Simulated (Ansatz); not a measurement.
`[CH3][SbH][NH2]` at its PBE0-D4/def2-TZVP geometry, where that method's forces vanish. The species carries charge 0 and has multiplicity 1. Sb: def2 effective core potential.

```xyz
9

C    -0.0732   -0.4608    1.3507
Sb    0.3714    1.1680    0.0213
N    -0.6824    0.3718   -1.5308
H    -1.1117   -0.3757    1.6697
H     0.5785   -0.4142    2.2243
H     0.0727   -1.4117    0.8390
H     1.9277    0.5296   -0.3651
H    -0.2567   -0.4519   -1.9365
H    -0.8262    1.0448   -2.2725
```

**Question.** What forces (eV/Å) does ωB97M-V/def2-TZVPP give on these atoms in Ansatz 0.2.0? (Estimate.)

**Answer.** The calculation gave: 
```
C1  -0.001  0.047 -0.032
Sb2  0.084 -0.156  0.010
N3   0.083  0.032  0.006
H4   0.081 -0.021 -0.014
H5  -0.057 -0.018 -0.060
H6  -0.013  0.072  0.046
H7  -0.131  0.059  0.022
H8  -0.039  0.036  0.006
H9  -0.008 -0.051  0.017
```
